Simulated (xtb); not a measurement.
Mg(NH2)(SeH) (H₃MgNSe), SMILES [NH2][Mg][SeH]. All values are semi-empirical tight-binding results from xtb (GFN2-xTB unless named), good for trends rather than for accurate numbers. Coordinates come from a GFN2-xTB optimisation. Other conformers were not sampled.

Optimised geometry:

Bond lengths (Å): Mg1–N2 1.882, Mg1–Se5 2.410, N2–H3 1.016, N2–H4 1.013, Se5–H6 1.439. Angles (°): N2–Mg1–Se5 136.3, Mg1–N2–H3 116.1, Mg1–N2–H4 122.8, H3–N2–H4 105.6, Mg1–Se5–H6 97.2.

For metal compounds this method's bond lengths and energies can be far off.

```
Quantity                                      Result
-------------------------------------  -------------
orbital gap                                  2.07 eV
zero-point energy                      18.1 kcal/mol
G − E(el) at 298.15 K (modified RRHO)  -1.6 kcal/mol
```

Computed atomic charges and the Wiberg bond orders between heavy atoms:
charges (e) Mg1 0.46, N2 -0.49, H3 0.14, H4 0.14, Se5 -0.42, H6 0.16. Bond orders Mg1–N2 0.97, Mg1–Se5 0.90.
